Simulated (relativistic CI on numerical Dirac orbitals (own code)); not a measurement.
# Au LX: sensitivity of the levels to the model

Base calculation: Dirac-Coulomb-Breit CI, separate exchange-only KLI orbitals for each configuration, QED by a radiative potential, unscaled Slater integrals.

CI space (outside the closed core [Ne]): 3s²3p⁶3d², 3s²3p⁵3d³, 3s3p⁶3d³, 3s²3p⁶3d4s, 3s²3p⁶3d4p, 3s²3p⁶3d4d, 3s²3p⁵3d²4s, 3s²3p⁶3d4f, 3s²3p⁵3d²4p, 3s²3p⁵3d²4d, 3p⁶3d⁴, 3p⁵3d⁵, 3p⁵3d⁴4s, 3p⁶3d³4s, 3p⁵3d³4s². Double excitations out of closed p, d and f shells are left out; levels of such configurations are missing from the list, as are those of other unlisted configurations, and high levels can miss mixing partners. These lack a partner that the ground configuration has and come out too high: 3s²3p⁵3d²4p, 3s²3p⁵3d²4d.

The lowest level and the first level of each name with at least 55 % of one term (blank where a level has no safe partner in the second run):

| Level | Base (eV) | Shift (eV) |
| --- | --- | --- |
| 3s²3p⁶3d² ³F2 | 0.000 | 0.000 |
| 3s²3p⁶3d² ³P0 | 26.596 | -2.413 |
| 3s²3p⁶3d² ³F3 | 99.138 | +0.369 |
| 3s²3p⁶3d² ¹G4 | 114.485 | -1.175 |
| 3s²3p⁶3d² ³P1 | 116.395 | -1.188 |
| 3s²3p⁶3d² ³F4 | 207.276 | -0.208 |
| 3s²3p⁶3d² ¹S0 | 244.294 | -3.716 |
| 3s²3p⁵3d³ ³I°7 | 505.481 | +0.973 |
| 3s²3p⁵3d³ ³P°1 | 507.103 | +1.185 |

At this charge energies of transitions that change n are usually good to better than 1 %, and those within a shell (Δn = 0) to a few per cent.

One thing was changed in a second run, which moved the levels as shown. Which?
A. Breit term removed
B. configuration mixing switched off
C. QED terms removed
D. valence Slater integrals scaled by 0.9
E. only the first 3 configurations

D. Valence Slater integrals scaled by 0.9. Scaling acts on the splittings between terms and on the mixing, and leaves the fine structure of pure LS terms nearly alone; in jj coupling it moves the levels of one term differently.

LS names give the leading component of a level, which can be under half, so a name can repeat, a term be missing and a line seem to break the LS rules.
